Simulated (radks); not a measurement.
The numbers below are computed, except where a source is named.
Rb4+, configuration [Ar] 3d10 4s2 4p3.

Level of theory: non-relativistic Kohn-Sham, HCTH/407, spin-polarised, spherical densities, point nucleus; open shells are filled with parallel spins first (spin-orbit coupling, left out, can overturn this in heavy ions); relativity is left out, which matters for an element this heavy (a radial shooting solver on a logarithmic mesh with Libxc functionals).

Energy parts (hartree):
| part | energy |
|---|---|
| total | -2937.24615 |
| kinetic | 2935.51250 |
| electron-nucleus | -6949.58279 |
| Hartree | 1176.72503 |
| exchange-correlation | -99.90088 |

Orbitals (lengths in bohr, moments of r in powers of bohr; <r^-3> diverges for s and p1/2):
| orbital | occ. | eigenvalue (hartree) | <r^-3> |
|---|---|---|---|
| 1s up | 1 | -543.5815 | - |
| 1s down | 1 | -543.5674 | - |
| 2s up | 1 | -73.44731 | - |
| 2s down | 1 | -73.43871 | - |
| 2p up | 3 | -66.93135 | 1522 |
| 2p down | 3 | -66.91696 | 1521 |
| 3s up | 1 | -12.53079 | - |
| 3s down | 1 | -12.51815 | - |
| 3p up | 3 | -10.16793 | 229.6 |
| 3p down | 3 | -10.15221 | 229.6 |
| 3d up | 5 | -5.89818 | 31.27 |
| 3d down | 5 | -5.87713 | 31.40 |
| 4s up | 1 | -2.91661 | - |
| 4s down | 1 | -2.72528 | - |
| 4p up | 3 | -2.30210 | 30.29 |
| 4p down | 0 | -2.12670 | 28.60 |

The highest occupied level is 4p up at -62.643 eV. Spin moment in Bohr magnetons: 3. The spin density at the nucleus is -0.2878 e/bohr^3 (1s -0.5720, 2s 0.1000, 3s 0.2003, 4s -0.0161). The density falls to 0.001 e/bohr^3 at r = 3.02 bohr. For comparison, the ionisation energy in NIST's Atomic Spectra Database is 68.4 eV (theoretical). In exact Kohn-Sham theory the highest level is minus the ionisation energy, but local and semilocal functionals leave it too shallow, through self-interaction and a potential that decays too fast; potentials with the right tail come closer.
